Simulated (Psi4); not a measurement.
CH2AlNO (SMILES O=C=[N][AlH2]), singlet, geometry from GFN2-xTB (such geometries of metal compounds can be far from the true shape), atoms displaced at random by about 0.03 Å a coordinate; B3LYP/STO-3G, gradient in Psi4.

Psi4 was given this input:
```
memory 2 GB

molecule mol {
0 1
Al   -0.766523   -1.454607    0.498931
H    -0.054960   -2.378330    1.484897
H    -2.065554   -1.870115   -0.163978
N     0.049089    0.000556   -0.016505
C     0.590401    1.121489   -0.345027
O     1.065727    2.058525   -0.680449
symmetry c1
no_reorient
no_com
}

set {
  basis sto-3g
  reference rks
}

gradient('b3lyp')
print_variables()
```

Output, abridged:

```
gradient() will perform analytic gradient computation.

   => Loading Basis Set <=

    Name: STO-3G
    Role: ORBITAL
    Keyword: BASIS

         ---------------------------------------------------------
                                   SCF
               by Justin Turney, Rob Parrish, Andy Simmonett
                          and Daniel G. A. Smith
                              RKS Reference
         ---------------------------------------------------------

  ==> Geometry <==

    Molecular point group: c1
    Full point group: C1

    Geometry (in Angstrom), charge = 0, multiplicity = 1:

       Center              X                  Y                   Z               Mass
    ------------   -----------------  -----------------  -----------------  -----------------
         AL          -0.766523000000    -1.454607000000     0.498931000000    26.981538530000
         H           -0.054960000000    -2.378330000000     1.484897000000     1.007825032230
         H           -2.065554000000    -1.870115000000    -0.163978000000     1.007825032230
         N            0.049089000000     0.000556000000    -0.016505000000    14.003074004430
         C            0.590401000000     1.121489000000    -0.345027000000    12.000000000000
         O            1.065727000000     2.058525000000    -0.680449000000    15.994914619570

  Running in c1 symmetry.

  Rotational constants: A =      4.69886  B =      0.08184  C =      0.08047 [cm^-1]
  Rotational constants: A = 140868.17485  B =   2453.57436  C =   2412.35361 [MHz]
  Nuclear repulsion =  122.332617322723436

  Charge       = 0
  Multiplicity = 1
  Electrons    = 36
  Nalpha       = 18
  Nbeta        = 18

  ==> Algorithm <==

  SCF Algorithm Type is DF.
  DIIS enabled.
  MOM disabled.
  Fractional occupation disabled.
  Guess Type is SAD.
  Energy threshold   = 1.00e-08
  Density threshold  = 1.00e-08
  Integral threshold = 1.00e-12

  ==> Primary Basis <==

  Basis Set: STO-3G
    Blend: STO-3G
    Number of shells: 16
    Number of basis functions: 26
    Number of Cartesian functions: 26
    Spherical Harmonics?: true
    Max angular momentum: 1

  ==> DFT Potential <==

   => LibXC <=

    Version 7.1.2
    S. Lehtola, C. Steigemann, M. J. T. Oliveira, and M. A. L. Marques,  SoftwareX 7, 1–5 (2018) (10.1016/j.softx.2017.11.002)

   => Composite Functional: B3LYP <=

    B3LYP Hyb-GGA Exchange-Correlation Functional

    P. J. Stephens, F. J. Devlin, C. F. Chabalowski, and M. J. Frisch,  J. Phys. Chem. 98, 11623 (1994) (10.1021/j100096a001)

    Deriv               =              1
    GGA                 =           TRUE
    Meta                =          FALSE

    Exchange Hybrid     =           TRUE
    MP2 Hybrid          =          FALSE

   => Exchange Functionals <=

    0.0800   Slater exchange
    0.7200         Becke 88

   => Exact (HF) Exchange <=

    0.2000               HF

   => Correlation Functionals <=

    0.1900   Vosko, Wilk & Nusair (VWN5_RPA)
    0.8100   Lee, Yang & Parr

   => LibXC Density Thresholds  <==

    XC_HYB_GGA_XC_B3LYP:  1.00E-15

   => Molecular Quadrature <=

    Radial Scheme          =       TREUTLER
    Pruning Scheme         =           NONE
    Nuclear Scheme         =       TREUTLER

    Blocking Scheme        =         OCTREE
    BS radius alpha        =              1
    Pruning alpha          =              1
    Radial Points          =             75
    Spherical Points       =            302
    Total Points           =         127303
    Total Blocks           =           1018
    Max Points             =            256
    Max Functions          =             25
    Weights Tolerance      =       1.00E-15

   => Loading Basis Set <=

    Name: (STO-3G AUX)
    Role: JKFIT
    Keyword: DF_BASIS_SCF

  ==> Integral Setup <==

  SCF_SUBTYPE=INCORE selected. In-core MEM_DF algorithm will be used.
  Using in-core AOs.

  ==> MemDFJK: Density-Fitted J/K Matrices <==

    J tasked:                   Yes
[...]
  @DF-RKS Final Energy:  -406.53059660494318
    Total Energy =                       -406.5305966049431845
[...]

    Molecular point group: c1
    Full point group: C1

    Geometry (in Angstrom), charge = 0, multiplicity = 1:

       Center              X                  Y                   Z               Mass
    ------------   -----------------  -----------------  -----------------  -----------------
         AL          -0.766523000000    -1.454607000000     0.498931000000    26.981538530000
         H           -0.054960000000    -2.378330000000     1.484897000000     1.007825032230
         H           -2.065554000000    -1.870115000000    -0.163978000000     1.007825032230
         N            0.049089000000     0.000556000000    -0.016505000000    14.003074004430
         C            0.590401000000     1.121489000000    -0.345027000000    12.000000000000
         O            1.065727000000     2.058525000000    -0.680449000000    15.994914619570

  Nuclear repulsion =  122.332617322723436

  ==> Basis Set <==

  Basis Set: STO-3G
    Blend: STO-3G
    Number of shells: 16
    Number of basis functions: 26
    Number of Cartesian functions: 26
    Spherical Harmonics?: true
    Max angular momentum: 1

  ==> DFJKGrad: Density-Fitted SCF Gradients <==

    Gradient:                    1
    J tasked:                  Yes
    K tasked:                  Yes
    wK tasked:                  No
    Integrals threads:           1
    Schwarz Cutoff:          1E-12
    Fitting Condition:       1E-10

   => Auxiliary Basis Set <=

  Basis Set: (STO-3G AUX)
    Blend: DEF2-UNIVERSAL-JKFIT
    Number of shells: 125
    Number of basis functions: 393
    Number of Cartesian functions: 470
    Spherical Harmonics?: true
    Max angular momentum: 4

  ==> DFT Potential <==

   => LibXC <=

    Version 7.1.2
    S. Lehtola, C. Steigemann, M. J. T. Oliveira, and M. A. L. Marques,  SoftwareX 7, 1–5 (2018) (10.1016/j.softx.2017.11.002)

   => Composite Functional: B3LYP <=

    B3LYP Hyb-GGA Exchange-Correlation Functional

    P. J. Stephens, F. J. Devlin, C. F. Chabalowski, and M. J. Frisch,  J. Phys. Chem. 98, 11623 (1994) (10.1021/j100096a001)

    Deriv               =              1
    GGA                 =           TRUE
    Meta                =          FALSE

    Exchange Hybrid     =           TRUE
    MP2 Hybrid          =          FALSE

   => Exchange Functionals <=

    0.0800   Slater exchange
    0.7200         Becke 88

   => Exact (HF) Exchange <=

    0.2000               HF

   => Correlation Functionals <=

    0.1900   Vosko, Wilk & Nusair (VWN5_RPA)
    0.8100   Lee, Yang & Parr

   => LibXC Density Thresholds  <==

    XC_HYB_GGA_XC_B3LYP:  1.00E-15

   => Molecular Quadrature <=

    Radial Scheme          =       TREUTLER
    Pruning Scheme         =           NONE
    Nuclear Scheme         =       TREUTLER

    Blocking Scheme        =         OCTREE
    BS radius alpha        =              1
    Pruning alpha          =              1
    Radial Points          =             75
    Spherical Points       =            302
    Total Points           =         127303
    Total Blocks           =           1018
    Max Points             =            256
    Max Functions          =             25
    Weights Tolerance      =       1.00E-15

  -Total Gradient:
     Atom            X                  Y                   Z
    ------   -----------------  -----------------  -----------------
       1       -0.004400983125     0.010351458954     0.000208874269
       2        0.004629713573    -0.010911928350     0.006204001728
       3       -0.006171996319    -0.007001053036    -0.003181097467
       4       -0.033894689941    -0.074579778849     0.019031383059
       5        0.190810792851     0.380585378757    -0.125944970166
       6       -0.150982828773    -0.298451993045     0.103705004029

  Variable Map:
  ----------------------------------------------------------------------------
[...]
  Array Variable Map:
  ----------------------------------------------------------------------------
[...]
[...]
```
